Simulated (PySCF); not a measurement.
Simulated characterisation data

Theory: geometry from GFN2-xTB, GIAO PBE0/pcSseg-1 shieldings, in PySCF (no relativistic terms, equivalent nuclei averaged, isolated molecule, a single conformation).

References, each an isolated molecule treated in the same way: TMS for $^{1}$H and $^{13}$C. Where no couplings were computed, multiplicities follow the n + 1 count of equivalent neighbours, and m marks all less simple cases (inequivalent or close neighbours, rings, F or P nearby). Shifts are as computed. Against solution values, carbons near 30 ppm lie about +3 ppm off and those near 130 ppm about +5 ppm. Of 1211 compounds with measured shifts, 218 miss one by over three times the rms of a fit or turn the order of signals round; such compounds aren't used in these exercises.

Compound 1 (C7H13N3). $^{1}$H NMR (500 MHz, computed): δ 7.10 (s, 1H), 2.51 (s, 3H), 1.68 (s, 9H). $^{13}$C{$^{1}$H} NMR (computed): δ 146.3, 122.7, 56.4, 32.1, 13.5. Structure: `Cc1cn(C(C)(C)C)nn1`.

Compound 2 (C7H10O). $^{1}$H NMR (500 MHz, computed): δ 2.45 (m, 1H), 2.32 (m, 1H), 2.10 (m, 1H), 1.86 (m, 1H), 1.84 (m, 1H), 1.76 (m, 1H), 1.55 (m, 1H), 1.48 (m, 1H), 1.41 (m, 1H), 1.38 (m, 1H). $^{13}$C{$^{1}$H} NMR (computed): δ 219.8, 52.6, 47.5, 39.1, 38.3, 30.6, 27.1. Structure: `[C@@H]12CC(=O)[C@@H](CC1)C2`.
